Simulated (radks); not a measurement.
Results of a calculation; reference values are marked as such.
Question: Ir V, 73 electrons, occupied as [Xe] 4f14 5d5. Code: a radial shooting solver on a logarithmic mesh with Libxc functionals. Model: scalar-relativistic Kohn-Sham, PBEsol, spin-polarised, spherical densities, point nucleus; open shells are filled with parallel spins first (spin-orbit coupling, left out, can overturn this in heavy ions). Some entries of the table are withheld. Estimate them.

orbital  occ.  eigenvalue (eV)  <r> (bohr)
1s down     1        -76158.81     0.01744
1s up       1        -76158.81     0.01744
2s up       1        -13362.23     0.07362
2s down     1        -13361.86     0.07362
2p up       3        -11614.69     0.06625
2p down     3        -11614.38     0.06625
3s up       1        -3161.280      0.1905
3s down     1        -3161.131      0.1905
3p up       3        -2650.428      0.1914
3p down     3        -2650.264      0.1913
3d up       5        -2088.336      0.1733
3d down     5        -2088.066      0.1733
4s up       1        -711.2929      0.4234
4s down     1        -710.9324      0.4234
4p up       3        -543.7454      0.4507
4p down     3        -543.4009      0.4506
4d up       5        -338.1487      0.4786
4d down     5        -337.7407      0.4783
5s up       1        -145.8695      0.9749
5s down     1        -143.0301      0.9674
4f up       7        -109.6113      0.5356
4f down     7        -108.9587      0.5323
5p up       3        -102.2815         (1)
5p down     3         -98.7105         (2)
5d up       5         -52.1015       1.475
5d down     0         -47.8666       1.481

Answer: 
(1) 5p up <r> (bohr): 1.119
(2) 5p down <r> (bohr): 1.109
